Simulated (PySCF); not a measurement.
**Finite-field polarisability of Cl (chlorine, neutral)**

[Ne] 3s2 3p5, 2P determinant. Calculation: PySCF 2.14, in aug-cc-pwCVDZ (6s5p3d, 36 functions); the non-relativistic Hamiltonian (point nucleus). Frozen: [Ne]. Energy changes in a uniform field (μhartree):

```tsv
axis	F (au)	HF	MP2	CCSD	CCSD(T)
x	0.0041	-99.631	-100.068	-100.478	-100.793
x	0.0082	-398.562	-400.320	-401.964	-403.223
y	0.0039	-102.547	-104.625	-105.329	-105.860
y	0.0078	-410.292	-418.624	-421.441	-423.569
```

By symmetry the remaining axis equals y.

(1) Derive α along x at CCSD(T) from the two fields.

(2) And the mean polarisability at each level?

CCSD(T) lies more than 5 % below the reference, which points to too few diffuse and polarisation functions.

A double-zeta set is small for polarisabilities.

## Answers

(1) With ΔE = −αF²/2 − γF⁴/24, α = −(16 ΔE(F) − ΔE(2F))/(6F²) = 11.99 bohr³.

(2) The components xx, yy, zz at CCSD(T) are 11.99, 13.92, 13.92, the third axis being equal by symmetry to one of the two computed. Means: HF 12.94, MP2 13.14, CCSD 13.22, CCSD(T) 13.28 bohr³. Reference: 14.6 ± 0.1 bohr³ (recommended; Schwerdtfeger and Nagle, table of static dipole polarizabilities (2023 update)).
